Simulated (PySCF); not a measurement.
C5H11BO3.
Atom-mapped SMILES: `[CH3:1][CH2:2][C@H:3]1[CH2:4][CH2:5][O:6][B:7]([OH:8])[O:9]1` (hydrogens: H10, H11, H12 on C1; H13, H14 on C2; H15 on C3; H16, H17 on C4; H18, H19 on C5; H20 on O8)

Computed, not measured: PBE0-D3(BJ)/def2-SVP geometry optimisation, gas phase (PySCF).

(1) Give the optimised bond lengths and angles.

## Answers

(1) 
| bond | length (bohr) |
| --- | --- |
| C1–C2 | 2.870 |
| C2–C3 | 2.870 |
| C3–C4 | 2.873 |
| C4–C5 | 2.864 |
| C5–O6 | 2.663 |
| O6–B7 | 2.590 |
| B7–O8 | 2.568 |
| B7–O9 | 2.575 |
| C3–O9 | 2.676 |
| C1–H10, C1–H11, C1–H12 | 2.079 |
| C2–H13 | 2.085 |
| C2–H14 | 2.086 |
| C3–H15 | 2.096 |
| C4–H16 | 2.081 |
| C4–H17 | 2.087 |
| C5–H18 | 2.081 |
| C5–H19 | 2.090 |
| O8–H20 | 1.818 |

Bonds in one row agree within 0.02 bohr and their mean is given. A selection of angles:
| angle | degrees |
| --- | --- |
| C1–C2–C3 | 113.2 |
| C2–C3–C4 | 113.3 |
| C2–C3–O9 | 108.6 |
| C4–C3–O9 | 110.1 |
| C3–C4–C5 | 110.3 |
| C4–C5–O6 | 111.3 |
| C5–O6–B7 | 119.6 |
| O6–B7–O8 | 119.0 |
| O6–B7–O9 | 123.1 |
| O8–B7–O9 | 117.8 |
| C3–O9–B7 | 120.9 |
| H20–O8–B7 | 110.5 |

Dihedral angles: C1–C2–C3–C4 180° (antiperiplanar); C2–C3–C4–C5 175° (antiperiplanar); C3–C4–C5–O6 -53° (synclinal); C4–C5–O6–B7 28° (synperiplanar); C5–O6–B7–O8 180° (antiperiplanar); O6–B7–O9–C3 0° (synperiplanar); C2–C3–O9–B7 -152° (antiperiplanar); H20–O8–B7–O6 0° (synperiplanar).

B7 (three-coordinate boron) is planar (angles 123.1°, 119.0° and 117.8°, sum 360.0°, 0.00 Å off the plane of its three neighbours). The 6-membered ring C3–C4–C5–O6–B7–O9 has internal angles of 110.1° to 123.1°; it is puckered, 0.19 Å rms from its mean plane, widest ring torsion 53°. Of the pairs four or more bonds apart, O9···H12 is among the closest relative to their van der Waals radii: 2.56 Å, 94 % of the sum of Bondi's values. O9 (boron-bound oxygen) is bent (angle 120.9°). O6 (boron-bound oxygen) is bent (angle 119.6°).

Point group: C1 (no symmetry element, even within 0.4 Å). No frequency check. One conformer, not necessarily the lowest (C1–C2–C3–C4 180°, O6–B7–O8–H 0°, C2–C3–C4–C5 175°, C3–C4–C5–O6 -53°, C4–C5–O6–B7 28°, C5–O6–B7–O8 180°).
